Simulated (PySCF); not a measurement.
Structure from 2D NMR

Compound of formula C8H7N. Correlations simulated from computed shifts and couplings:

HSQC (one-bond C–H):
```tsv
δH	δC	1J(C,H) (Hz)
8.69	155.3	187
7.60	140.4	169
7.33	133.3	173
7.04	126.3	171
2.17	5.5	138
```

COSY cross peaks (|J| ≥ 2 Hz):
```tsv
δH	δH	abs. J (Hz)	bonds
8.69	7.04	5.4	3
7.60	7.33	8.7	3
7.60	7.04	8.3	3
```

HMBC (two and three bonds, |J| ≥ 2.5 Hz):
```tsv
δH	δC [abs. J in Hz]
8.69	149.1 [13.0], 140.4 [7.0], 126.3 [9.6]
7.60	155.3 [7.3], 149.1 [7.8]
7.33	126.3 [6.8], 86.3 [3.6]
7.04	155.3 [3.9], 133.3 [7.0]
2.17	93.8 [11.3], 86.3 [5.6]
```

Carbons without hydrogens: δ 149.1, 93.8, 86.3.

Level of theory: PBE0-D3(BJ)/def2-SVP geometry, shielding tensors at PBE0/pcSseg-1 (GIAO), J: B3LYP/pcJ-1 (without the spin–dipole term), in PySCF 2.14.0 with density-fitted response routines (gas phase, no relativistic terms, a single conformation, rapidly exchanging positions averaged).

Chemical shifts δ = σref − σ; TMS for 1H (σref 31.27), 13C (σref 184.41), all at this level.

Exchangeable hydrogens are left out of these lists, and C,H couplings along chains are those of one rotamer, so weak HMBC peaks may be missing or extra.

Task: Work out the connectivity.

Result: `CC#Cc1ccccn1`.

Structure with atom numbers: `[CH3:1][C:2]#[C:3][c:4]1[cH:5][cH:6][cH:7][cH:8][n:9]1` (H(Xn): hydrogen on atom n).

1. δC 155.3 is C8, an aromatic CH next to a ring nitrogen (δH 8.69).
2. δC 149.1 is C4, a substituted aromatic carbon next to a ring nitrogen.
3. δC 140.4 is C6, an aromatic CH (δH 7.60).
4. δC 133.3 is C5, an aromatic CH (δH 7.33).
5. δC 126.3 is C7, an aromatic CH (δH 7.04).
6. δC 93.8 is C2, an alkyne carbon.
7. δC 86.3 is C3, an alkyne carbon.
8. δC 5.5 is C1, a propargylic methyl carbon (δH 2.17).
9. HMBC from δH 8.69 reaches the proton-free carbon C4.
10. HMBC from δH 7.60 reaches the proton-free carbon C4.
11. HMBC from δH 7.33 reaches the proton-free carbon C3.
12. HMBC from δH 2.17 reaches the proton-free carbons C2, C3.
13. COSY links 8.69–7.04, 7.60–7.33, 7.60–7.04.

The shifts were computed for this structure.

Unscaled 3J(H,H) at this level run about 10 % above measured values. Shifts are as computed. Against solution values, carbons near 30 ppm lie about +2 ppm off and those near 130 ppm about +5 ppm. Of 1211 compounds with measured shifts, 218 miss one by over three times the rms of a fit or turn the order of signals round; such compounds aren't used in these exercises.
